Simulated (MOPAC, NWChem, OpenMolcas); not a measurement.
**How methods differ on C2H6Te (dimethyl telluride)**

C2H6Te has 9 atoms, charge 0, and is taken as a singlet. SMILES: `C[Te]C`. The coordinates come from a PBE0-D4/def2-TZVP relaxation.

Each level gives the dipole moment (D). The values are calculated.

| level | kind | program | value (D) | CPU time |
| --- | --- | --- | --- | --- |
| PM7 | semi-empirical | MOPAC | 1.68 | under 2 s |
| HF/def2-SVP (core potential) | Hartree–Fock | OpenMolcas | 1.33 | 10 s |
| SVWN5/def2-SVP (core potential) | LDA | OpenMolcas | 1.28 | 30 s |
| PBE/def2-SVP (core potential) | GGA | OpenMolcas | 1.20 | 42 s |
| revPBE/def2-SVP (core potential) | GGA | OpenMolcas | 1.18 | 42 s |
| M06-L/def2-SVP (core potential) | meta-GGA | OpenMolcas | 1.01 | 57 s |
| PBE0/def2-SVP (core potential) | global hybrid | OpenMolcas | 1.24 | 41 s |
| wB97X/def2-SVP (core potential) | range-separated hybrid | NWChem | 1.16 | 60 s |

The values span 1.01 to 1.68 D. Magnitudes only. CPU times are rough (shared hosts, several kinds of processor): they show what a rung costs within a factor of a few.
